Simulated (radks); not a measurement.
The nitrogen anion N3-, [Ne], held by a Watson sphere: a shell of charge +3 at radius R that stands for the Madelung well of a crystal (potential energy -3/R inside, -3/r outside, in hartree with lengths in bohr). Method: scalar-relativistic Kohn-Sham, LDA (Slater exchange, VWN5 correlation), spin-polarised, spherical densities, point nucleus; computed with a radial shooting solver on a logarithmic mesh with Libxc functionals. Response by self-consistent Sternheimer equations with the Hartree and adiabatic LDA kernel, the relativistic mass of each level held fixed and spin-orbit coupling left out. The sphere does not respond.

R (bohr)  e(1s) (eV)  e(2s) (eV)  e(2p) (eV)  <r> 2p (bohr)  sum of <r^2> (bohr^2)  X-ray form factor at sin(theta)/lambda = 0.2 1/angstrom  alpha (bohr^3)
1.94         -374.38     -18.680      -7.824          1.726                  28.27                                                    5.263           19.25
1.96         -374.42     -18.579      -7.753          1.734                  28.54                                                    5.243           19.70
2.12         -374.71     -17.811      -7.206          1.801                  30.68                                                    5.102           23.70
2.26         -374.91     -17.204      -6.762          1.858                  32.60                                                    4.995           27.81
2.42         -375.08     -16.582      -6.294          1.923                  34.84                                                    4.890           33.31
2.5          -375.15     -16.298      -6.075          1.955                  35.99                                                    4.844           36.43
2.62         -375.22     -15.904      -5.765          2.003                  37.75                                                    4.782           41.60
3.53         -375.37     -13.925      -4.028          2.365                  52.68                                                    4.537           107.1

Estimate the row for R = 2.43 bohr.

Answer. e(1s) (eV) -375.09; e(2s) (eV) -16.545; e(2p) (eV) -6.266; <r> 2p (bohr) 1.927; sum of <r^2> (bohr^2) 34.99; X-ray form factor at sin(theta)/lambda = 0.2 1/angstrom 4.884; alpha (bohr^3) 33.69.
